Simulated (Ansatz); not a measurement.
Ideal-gas functions of Cl$_{2}$GeH$_{2}$ (`[Cl][GeH2][Cl]`) at 500 K and 1 bar, from an Ansatz frequency run at PBE0-D4/def2-TZVP.

Molar mass 145.53 g/mol, point group C2v (symmetry number 2), electronic degeneracy 1, moments of inertia 63.903, 216.396, 273.54 u Å². Harmonic wavenumbers (cm⁻¹, unscaled): 149, 429, 441, 519, 644, 778, 852, 2194, 2208.

Use S(trans) = R[1.5 ln M + 2.5 ln T − 1.1517]; rotational temperatures θ = 24.2544 K / I; S(rot) = R[ln(√π/σ · √(T³/θAθBθC)) + 1.5]; for each mode x = 1.438777 ν̃/T, S = R[x/(eˣ − 1) − ln(1 − e⁻ˣ)] and H = RT x/(eˣ − 1); 1 cm⁻¹ = 0.0119627 kJ/mol; R = 8.31446 J/(mol·K).

Problem. By hand: the entropy, in J/(mol·K).

Solution. Translation 181.7. Rotation: θ = 0.3796, 0.1121, 0.0887 K, giving 112.2. Vibration, mode by mode: 15.42, 7.07, 6.87, 5.71, 4.28, 3.16, 2.67, 0.11, 0.11, in all 45.4. Electronic 0.0. Sum 339.3 J/(mol·K).

Problem. By hand: H − E and G − E in kJ/mol, counted from the electronic energy.

Solution. Zero-point energy ½ × 8214 × 0.0119627 = 49.1; thermal vibration 12.9; translation, rotation and pV give 4 RT = 16.6. H − E = 78.6 kJ/mol, and G − E = 78.6 − 500 × 339.3/1000 = -91.0 kJ/mol.

Vibration gives 13 % of the entropy, 15.4 J/(mol·K) of it from the mode under 150 cm⁻¹: soft modes count most, and the harmonic formula is weakest for them.
